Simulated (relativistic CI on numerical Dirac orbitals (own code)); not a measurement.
**Radial parameters of Tm8+**

Computed by Dirac-Coulomb-Breit CI, orbitals from a KLI potential per configuration, model QED (radiative potential, 1s self-energy scaled to tabulated hydrogen-like ionisation energies), unscaled Slater integrals (own radial code, finite nucleus).

Slater integrals F^k, G^k are unscaled and averaged over j, outside the closed core [Kr] 4d10; ζ comes from projecting the Hamiltonian with its Breit term on Σ l·s of the shell.

- 4f¹¹5s²5p²: F^2(4f,4f) = 144780, F^4(4f,4f) = 91431, F^6(4f,4f) = 65948, ζ(4f) = 2755.9, F^2(5p,5p) = 85450, F^2(4f,5p) = 65101, G^2(4f,5p) = 29687, G^4(4f,5p) = 24166, ζ(5p) = 43407 cm⁻¹; <r>(4f) = 0.6747, <r^2>(4f) = 0.5595, <r>(5p) = 1.257, <r^2>(5p) = 1.768 (bohr units).
- 4f¹³5s²: ζ(4f) = 2450.9 cm⁻¹; <r>(4f) = 0.7078, <r^2>(4f) = 0.6219 (bohr units).
- 4f¹²5s²5p: F^2(4f,4f) = 140630, F^4(4f,4f) = 88611, F^6(4f,4f) = 63854, ζ(4f) = 2601.9, F^2(4f,5p) = 64978, G^2(4f,5p) = 30638, G^4(4f,5p) = 24714, ζ(5p) = 42002 cm⁻¹; <r>(4f) = 0.6911, <r^2>(4f) = 0.5899, <r>(5p) = 1.269, <r^2>(5p) = 1.801 (bohr units).

Averages of the first 10 configurations, taken without configuration mixing, which lowers the lowest level and can move excited configurations by several eV; other configurations of the list can lie among them:

| Configuration | Parity | States | Average energy above the lowest level (eV) |
| --- | --- | --- | --- |
| 4f¹¹5s²5p² | odd | 5460 | 17.6 |
| 4f¹³5s² | odd | 14 | 45.4 |
| 4f¹²5s²5p | odd | 546 | 29.5 |
| 4f¹¹5p⁴ | odd | 5460 | 84.8 |
| 4f¹³5s5p | even | 168 | 72.9 |
| 4f¹³5p² | odd | 210 | 104.3 |
| 4f¹²5s²5d | even | 910 | 71.9 |
| 4f¹²5s5p² | even | 2730 | 59.1 |
| 4f¹²5s²6s | even | 182 | 87.9 |
| 4f¹²5p³ | odd | 1820 | 92.5 |
